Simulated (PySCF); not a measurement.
Two species compared at the same levels of theory.

First species: C3H4ClNSi.
InChI=1S/C3H4ClNSi/c4-1-2-6-3-5/h1-2H,6H2/b2-1+

Second species: C₃H₂ClOP.
SMILES: `Clc1cocp1`

Levels: B3LYP/def2-SVPD for dipole moment, HOMO energy, LUMO energy, HOMO–LUMO gap, static isotropic polarisability and electronic spatial extent ⟨r²⟩ about the centre of nuclear charge; TDDFT B3LYP/def2-SVPD for lowest singlet excitation; TDA B3LYP/def2-SVPD for lowest triplet excitation (Tamm–Dancoff); GFN2-xTB for rotational constant A and rotational constant C. Geometries: GFN2-xTB. All species are isolated and taken at one optimised geometry, non-relativistic unless stated. Electronic properties by PySCF.

Dipoles, sizes and rotational constants follow the conformer. The torsions of the flexible species, by atom-mapped SMILES:
- `[N:1]#[C:2][SiH2:3]/[CH:4]=[CH:5]/[Cl:6]`: C2–Si3–C4–C5 -125°

(1) Which of the two has the higher static isotropic polarisability, and by how much?

(2) Which has the higher rotational constant C?

(3) Which of the two has the higher HOMO energy, and by how much?

(4) Which of the two has the higher rotational constant A, and by how much?

(5) Which has the higher S1 energy?

(6) Which has the higher HOMO–LUMO gap?

(7) Which of the two has the higher T1 energy, and by how much?

(8) Which has the higher ⟨r²⟩?

## Answers

(1) The first: 82.0 au against 73.1 au, a difference of 8.9 au.

(2) The second: 1.369 GHz against 0.741 GHz, a difference of 0.628 GHz.

(3) The second: -7.03 eV against -7.98 eV, a difference of 0.95 eV.

(4) The first: 6.730 GHz against 5.163 GHz, a difference of 1.567 GHz.

(5) The first: 6.13 eV against 5.04 eV, a difference of 1.09 eV.

(6) The first: 6.43 eV against 5.57 eV, a difference of 0.86 eV.

(7) The first: 4.09 eV against 3.36 eV, a difference of 0.73 eV.

(8) The first: 1379 bohr² against 780 bohr², a difference of 599 bohr².

On the first: The principal polarisabilities are 61.7, 70.6 and 113.6 au; their mean is the isotropic value. The polarisability is 12.15 Å³ as a volume (1 au = 0.148185 Å³), or 1.37 au for each of the 60 electrons.

On the second: S1 lies 0.53 eV below the HOMO–LUMO gap; its leading configuration is HOMO→LUMO, weight 0.57, beside HOMO−1→LUMO, weight 0.36.
